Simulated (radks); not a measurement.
The numbers below are computed, except where a source is named.
Effect of the nuclear size on the samarium ion Sm3+, [Xe] 4f5. Code: a radial shooting solver on a logarithmic mesh with Libxc functionals. Model: Dirac Kohn-Sham, PBE, spin-unpolarised, spherical densities, finite nucleus; open shells fill j = l - 1/2 first; Fermi nuclear charge, rms radius 5.0819 fm. The rms radius is varied about that value; shifts are against it.

| rms radius (fm) | total energy shift (eV) | density at nucleus (e/bohr^3) | 1s1/2 shift (meV) | 2s1/2 shift (meV) | 4p1/2 shift (meV) | 5s1/2 shift (meV) | 5p1/2 shift (meV) | 4f5/2 shift (meV) | 6s1/2 (empty) shift (meV) |
|---|---|---|---|---|---|---|---|---|---|
| 4.1113 | -5.87 | 5.608e+05 | -2430 | -307 | 0.502 | -2.54 | 0.145 | 0.415 | -0.487 |
| 4.7465 | -2.14 | 5.419e+05 | -883 | -112 | 0.183 | -0.925 | 0.053 | 0.151 | -0.177 |
| 5.0819 | 0 | 5.332e+05 | 0.000 | 0.000 | 0.000 | 0.000 | 0.000 | 0.000 | 0.000 |
| 5.3665 | 1.90 | 5.263e+05 | 785 | 99.4 | -0.162 | 0.822 | -0.047 | -0.134 | 0.158 |
| 5.6053 | 3.55 | 5.209e+05 | 1470 | 186 | -0.303 | 1.54 | -0.087 | -0.251 | 0.295 |

Slopes of the eigenvalues against <r^2> in GHz/fm^2, as finite differences over the two radii next to the reference (eigenvalue slopes, not the field-shift constants of lines): 1s1/2 64300, 2s1/2 8140, 4p1/2 -13.3, 5s1/2 67.4, 5p1/2 -3.83, 4f5/2 -11.0, 6s1/2 (empty) 12.9.
